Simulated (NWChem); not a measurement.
Species: B3H4O3 cation; SMILES B1OB[OH+]BO1

```xyz
10

B     -0.0028     1.4570     0.0000
O     -1.1800     0.7257     0.0000
B     -1.2921    -0.5912     0.0000
O      0.0025    -1.3003     0.0000
B      1.2943    -0.5863     0.0000
O      1.1772     0.7302     0.0000
H     -0.0050     2.6472     0.0000
H     -2.2697    -1.2727     0.0000
H      0.0043    -2.2762     0.0000
H      2.2746    -1.2640     0.0000
```
Atoms are numbered in this order, from 1.

Level: PBE0/def2-SVP (NWChem), optimised geometry, unscaled harmonic frequencies. 

Question: List the harmonic frequencies with IR intensities, and the thermochemistry.

Answer: 
| frequency (cm⁻¹) | IR intensity (km/mol) |
|---|---|
| 172 | 2.2 |
| 232 | 0.0 |
| 350 | 17.7 |
| 470 | 9.7 |
| 531 | 5.9 |
| 619 | 84.4 |
| 772 | 0.0 |
| 818 | 60.4 |
| 818 | 14.2 |
| 871 | 0.0 |
| 885 | 25.4 |
| 895 | 151.9 |
| 989 | 44.4 |
| 1005 | 13.6 |
| 1060 | 17.4 |
| 1174 | 5.2 |
| 1234 | 72.2 |
| 1300 | 522.1 |
| 1428 | 254.5 |
| 1539 | 800.3 |
| 2786 | 39.3 |
| 2787 | 78.2 |
| 2798 | 17.0 |
| 3732 | 372.3 |

The zero-point energy is 41.8 kcal/mol and the thermal correction to the enthalpy at 298.15 K (with zero-point energy) is 45.8 kcal/mol. The heat capacity Cv is 20.0 cal/(mol K) and the entropy at 298.15 K and 1 atm (symmetry number 2) is 72.2 cal/(mol K).

Rigid rotor and harmonic oscillator.
